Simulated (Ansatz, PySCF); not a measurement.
Gas-phase reaction (SMILES): NC1CCCC1 → N[C]1CCCC1 + H atom; the C-H bond at the site shown breaks (other sites are not compared here).

Geometries: B3LYP-D3(BJ)/def2-TZVP minima from Ansatz (a program for electronic structure), one conformer each, not searched for the lowest. Correlated levels leave the core frozen unless marked. Open shells are spin-unrestricted. No spin-orbit coupling. No relativistic terms. CBS(X,Y): correlation extrapolated as X^-3; Hartree-Fock from the larger set. The bracket is a focal-point correction in the basis named. Thermal terms are rigid-rotor harmonic-oscillator values from B3LYP-D3(BJ) frequencies (Ansatz or PySCF) at 298.15 K and 1 atm. 1 Eh = 627.5095 kcal/mol. Atoms have translation alone.

```json
[
 {"species": "NC1CCCC1", "E, RI-MP2/CBS(cc-pVTZ,cc-pVQZ)+[CCSD(T)-MP2]/cc-pVTZ (Ansatz) (Eh)": "-251.58780", "E, wB97M-V/def2-TZVPD (Ansatz) (Eh)": "-251.86627", "H - E (Eh)": "0.16490"},
 {"species": "N[C]1CCCC1", "E, RI-MP2/CBS(cc-pVTZ,cc-pVQZ)+[CCSD(T)-MP2]/cc-pVTZ (Ansatz) (Eh)": "-250.93155", "E, wB97M-V/def2-TZVPD (Ansatz) (Eh)": "-251.21993", "H - E (Eh)": "0.15103"},
 {"species": "H atom", "E, RI-MP2/CBS(cc-pVTZ,cc-pVQZ)+[CCSD(T)-MP2]/cc-pVTZ (Ansatz) (Eh)": "-0.49995", "E, wB97M-V/def2-TZVPD (Ansatz) (Eh)": "-0.49411", "H - E (Eh)": "0.00236"}
]
```

### Question
Work out ΔE and ΔH at 298.15 K at the first level, then ΔH at the second.

### Answer

1. ΔE = [(-250.93155) + (-0.49995)] - [(-251.58780)] = 0.15630 Eh = 98.1 kcal/mol at RI-MP2/CBS(cc-pVTZ,cc-pVQZ)+[CCSD(T)-MP2]/cc-pVTZ.
2. The terms H - E add up to -0.01151 Eh, so ΔH = (0.15630 + (-0.01151))×627.5095 = 90.9 kcal/mol.
3. At wB97M-V/def2-TZVPD the same steps give ΔE = 95.5 and ΔH = 88.3 kcal/mol, a shift of -2.6 from the first level.
4. These values are not checked against measurement here, since the tables used lack a sound gas-phase enthalpy of formation for at least one species.
